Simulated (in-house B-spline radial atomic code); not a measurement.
Checks on a self-consistent run for Ta³⁺, [Xe] 4f14 (5d3/2)2. Computed with a B-spline radial code for spherical atoms: Dirac-Hartree-Fock, average of the jj configuration, Fermi nucleus of rms radius 5.3507 fm.

| orbital | q | ε (Eh) | <1/r> | <r²> | small-component weight |
| --- | --- | --- | --- | --- | --- |
| 1s1/2 | 2 | -2494.10126 | 85.3935 | 0.000478692 | 0.075589 |
| 2s1/2 | 2 | -434.29598 | 20.756 | 0.00730907 | 0.017111 |
| 2p1/2 | 2 | -414.16920 | 20.6788 | 0.00524613 | 0.017132 |
| 2p3/2 | 4 | -367.38767 | 17.4889 | 0.00644454 | 0.015521 |
| 3s1/2 | 2 | -102.49673 | 7.63156 | 0.0476436 | 0.0056361 |
| 3p1/2 | 2 | -93.58762 | 7.5328 | 0.0439116 | 0.005563 |
| 3p3/2 | 4 | -83.35636 | 6.71438 | 0.0504532 | 0.0051106 |
| 3d3/2 | 4 | -68.52433 | 6.58752 | 0.0393516 | 0.0049667 |
| 3d5/2 | 6 | -66.31414 | 6.39227 | 0.0411612 | 0.0048382 |
| 4s1/2 | 2 | -22.86862 | 3.17603 | 0.238033 | 0.0018123 |
| 4p1/2 | 2 | -19.15923 | 3.0634 | 0.246843 | 0.0017228 |
| 4p3/2 | 4 | -16.77607 | 2.7931 | 0.280901 | 0.0015646 |
| 4d3/2 | 4 | -10.67366 | 2.57062 | 0.31026 | 0.0013667 |
| 4d5/2 | 6 | -10.21757 | 2.50086 | 0.32402 | 0.0013184 |
| 4f5/2 | 6 | -2.55219 | 2.03176 | 0.486422 | 0.00091924 |
| 4f7/2 | 8 | -2.46659 | 2.00864 | 0.494631 | 0.00090317 |
| 5s1/2 | 2 | -4.21196 | 1.19537 | 1.3949 | 0.00037298 |
| 5p1/2 | 2 | -3.06671 | 1.07332 | 1.70408 | 0.00030791 |
| 5p3/2 | 4 | -2.65340 | 0.988434 | 1.9488 | 0.00027122 |
| 5d3/2 | 2 | -1.28210 | 0.702351 | 3.81611 | 0.00014036 |

Electron-electron repulsion V_ee = 5744.8507 hartree.

Question: What total energy follows from the eigenvalues?

Answer: The eigenvalues count the repulsion twice, so E = Σqε - V_ee = -9870.201 - 5744.851 = -15615.052 hartree; the run printed -15615.052.

Question: Does the Dirac virial theorem hold?

Answer: For a point nucleus E = -2c²Σq·w, with w the small-component weight. Here Σq·w = 0.41566 and c = 137.0360, so the ratio E/(-2c²Σq·w) is 1.000246; the finite nucleus accounts for the departure from 1.

Question: What diamagnetic shielding (Lamb formula) and susceptibility (Langevin formula) do the radii give?

Answer: σ = (α²/3)Σq<1/r> = 532.596/(3·137.036²) = 9453.8 ppm, and χ = -0.79199×10⁻⁶·Σq<r²> = -27.42×10⁻⁶ cm³/mol with Σq<r²> = 34.621 bohr². Both are non-relativistic formulas without the paramagnetism of open shells; for so heavy an element the full relativistic shielding is larger by tens of per cent.
